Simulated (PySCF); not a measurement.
# Krypton: a sound run and one with changed settings

Sound run: Kr⁺ [Ar] 3d10 4s2 4p5, Kr²⁺ [Ar] 3d10 4s2 4p4. All numbers are calculated (PySCF 2.14, scalar relativity by spin-free X2C-1e, in jorge-DZP-DKH). In the sound run the correlated levels freeze [Ar] 3d10. The sound run starts from symmetry-adapted Hartree-Fock orbitals and uses a fine grid where one is needed.

Changed run: a valence shell is frozen. This setting is unsound on purpose.

```csv
species,method,sound run (hartree),changed run (hartree),converged
Kr⁺,MP2,-2787.57020,-2787.54914,yes
Kr⁺,CCSD(T),-2787.57673,-2787.55168,yes
Kr²⁺,MP2,-2786.70492,-2786.68216,yes
Kr²⁺,CCSD(T),-2786.71104,-2786.68389,yes
```

Ionisation energy of Kr⁺:

| method | sound run (eV) | changed run (eV) |
| --- | --- | --- |
| UHF | 23.350 | 23.350 |
| MP2 | 23.545 | 23.592 |
| SCS-MP2 | 23.538 | 23.612 |
| CCSD | 23.553 | 23.610 |
| CCSD(T) | 23.557 | 23.614 |

Freezing a valence shell removes pair correlation that changes on ionisation.

For comparison, NIST gives 24.360 eV between the lowest levels.
